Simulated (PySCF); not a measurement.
O₂Si, SMILES [Si](=O)[O] (connectivity only; charge and spin as stated), charge -1, multiplicity 2.

Coordinates come from a B3LYP-D3(BJ)/def2-TZVPD optimisation. The isomer is the one that the SMILES or the coordinates give; other isomers of the formula were not compared.

Calculation: PBE/def2-TZVPD in PySCF.

Isolated molecule, no solvent. A positive occupied level means that this level leaves the electron formally unbound; only the finite basis holds it.

Computed frontier levels, dipole moment and polarisability:
- α spin, highest occupied and lowest empty level = 0.45 and 3.74 eV
- β spin, highest occupied and lowest empty level = -1.07 and 1.57 eV
- dipole moment about the centre of nuclear charge = 0.73 D
- mean static polarisability = 57.6 bohr³ (8.54 Å³)
- polarisability, principal values = 50.8, 58.7, 63.4 bohr³
- ⟨S²⟩ = 0.753 (pure state 0.75)
